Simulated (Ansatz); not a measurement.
Born–Oppenheimer molecular dynamics of CH₂AlFO (6 atoms, charge 0, multiplicity 1). It starts at the highest image of a converged band. Of that band: Neighbouring images differ by up to 1.3 eV, so the band resolves the path poorly. A vibrational analysis at the climbing image gives one clearly imaginary mode, 1074i cm⁻¹: a first-order saddle point.

Level of theory: Ansatz 0.2.0, RKS B3LYP/def2-SVP.

```
ensemble                      : NVE (velocity Verlet)
time step                     : 0.5 fs
steps asked                   : 200
starting velocities drawn for : 300 K
seed                          : 6593
```

First frame:

```xyz
6
Properties=species:S:1:pos:R:3
F -0.541 -2.281 1.038
Al -0.242 -0.845 0.293
C 0.492 0.564 -0.531
O -0.767 0.249 -1.039
H 0.929 1.550 -0.744
H 0.130 0.763 0.982
```

(1) How far do the bonds stretch over the last three quarters of this one trajectory? (Pairs bonded in most of those frames.)

Answers

(1) 
```csv
bond,mean (Å),spread (Å),shortest,longest
F1–Al2,1.649,0.019,1.60,1.67
Al2–C3,1.936,0.057,1.81,2.04
Al2–O4,1.709,0.075,1.57,1.86
C3–O4,1.568,0.109,1.38,1.71
C3–H5,1.124,0.042,1.03,1.21
C3–H6,1.139,0.057,1.02,1.24
```

Mean temperature of the second half: 2003 K. The conserved energy stayed within 0.7 meV per atom of its start (net change -0.18 meV per atom), so the integration is sound. The system heated up, since it started high on the potential surface and ran downhill. A run of 0.1 ps of so small a system gives no equilibrium averages. The orbitals stay closed-shell, which can raise the energy where a bond breaks towards radicals; this wasn't checked here.

Run time: 6.8 min on 1 thread of Arm Neoverse V1, on a shared host, peak memory 0.12 GiB.
